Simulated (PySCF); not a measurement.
PySCF input for C4H7FSi, SMILES F[C@@H]1CC=C1[SiH3], PBE/pcSseg-1. Coordinates come from a TPSSh-D3(BJ)/def2-SVP optimisation. The structure was generated by enumeration; whether it is a known compound was not checked.

```python
import numpy as np
from pyscf import gto, scf, dft
from pyscf.prop.nmr import rks as nmr

mol = gto.M(
    atom='''
    F    -0.98351624    1.52299993    0.98178139
    C    -0.90344422    0.75910589   -0.16605439
    C    -1.95439498   -0.38063823   -0.30064497
    C    -0.74512804   -1.27918323   -0.43278104
    C     0.17637000   -0.31472690   -0.19543628
    Si    2.03532575   -0.27718913   -0.01158523
    H    -0.87584565    1.45073095   -1.02583075
    H    -2.65713370   -0.32426593   -1.14965938
    H    -2.52358884   -0.51853223    0.63230786
    H    -0.65196953   -2.34346416   -0.67144515
    H     2.41768832    0.09426267    1.37809268
    H     2.62111492    0.73070053   -0.93938608
    H     2.58640345   -1.62312867   -0.32841817
    ''',
    basis='pcSseg-1',
    charge=0,
    spin=0,
    max_memory=1600,
    verbose=3,
)
mf = dft.RKS(mol, xc='pbe')
mf.grids.level = 3
mf.conv_tol = 1e-10
mf.max_cycle = 100
mf.kernel()
n = nmr.NMR(mf)
n.verbose = 2
n.max_cycle_cphf = 60
sigma = n.kernel()
print('atom   isotropic/ppm   span/ppm')
for i, s in enumerate(sigma):
    w = np.linalg.eigvalsh((s + s.T) / 2)
    print(f'{mol.atom_symbol(i):2s}{i + 1:3d} {w.mean():14.3f} {w[2] - w[0]:11.3f}')
```

Output:

```
converged SCF energy = -545.419344158049
atom   isotropic/ppm   span/ppm
F   1        337.408      50.138
C   2         84.531      82.491
C   3        132.551      22.631
C   4         17.700     255.511
C   5         24.766     215.517
Si  6        426.014      55.187
H   7         25.795       5.930
H   8         28.113       7.173
H   9         28.250       5.830
H  10         24.082       4.386
H  11         26.937       7.426
H  12         27.044       7.487
H  13         27.127       7.057
```

The calculation finished and met its thresholds.

Cost: roughly 22 core-seconds.
